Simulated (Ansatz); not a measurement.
TaSi3⁻, relaxed as a singlet with RKS PBE-D4/def2-SVPD in Ansatz, starting from the GFN2-xTB geometry. Force threshold 0.02 eV/Å.

In the def2 sets Ta takes a core potential; there is no spin–orbit coupling. The restricted singlet is unstable towards broken spin symmetry at other levels; at PBE-D4/def2-SVPD this wasn't settled. The highest occupied level of the charge -1 singlet lies above zero (up to 0.37 eV). The electron is either unbound and held by the finite basis, or the level is raised by self-interaction error. At PBE-D4/def2-SVPD a triplet of charge -1 lies 0.96 eV below the restricted singlet, each at its own geometry. The structure comes from a short search, and lower isomers may exist.

Start:

Cartesian coordinates in Å:
```
Ta -2.058 1.599 -0.750
Si 0.917 -0.028 1.485
Si 1.547 -1.357 -0.172
Si -0.406 -0.214 -0.563
```

| step | energy (eV) | largest force component (eV/Å) | SCF passes |
| --- | --- | --- | --- |
| 1 | -25161.7834 | 1.467 | 94 |
| 2 | -25161.9799 | 1.070 | 54 |
| 3 | -25162.2187 | 0.561 | 52 |
| 4 | -25162.5489 | 0.758 | 50 |
| 5 | -25162.9317 | 0.849 | 48 |
| 6 | -25163.0891 | 0.600 | 61 |
| 7 | -25163.1777 | 0.343 | 50 |
| 8 | -25163.2718 | 0.322 | 47 |
| 9 | -25163.3276 | 0.281 | 48 |
| 10 (rejected) | -25163.3114 | 0.676 | 52 |
| 11 | -25163.3491 | 0.078 | 44 |
| 12 | -25163.3498 | 0.025 | 39 |
| 13 | -25163.3498 | 0.008 | 38 |

Force components are those of the run's own axes.

End:

| atom | x (Å) | y (Å) | z (Å) |
| --- | --- | --- | --- |
| Ta1 | -0.930 | 1.524 | -0.268 |
| Si2 | 0.049 | 0.030 | 1.398 |
| Si3 | 1.569 | -0.731 | -0.232 |
| Si4 | -0.687 | -0.823 | -0.898 |

Bonds formed: Ta1–Si2, Ta1–Si3 (atoms count from 1).

No frequencies were taken in this run, so the end may be a saddle point.

It took 20 s on 4 threads of Arm Neoverse V2 on a shared host.
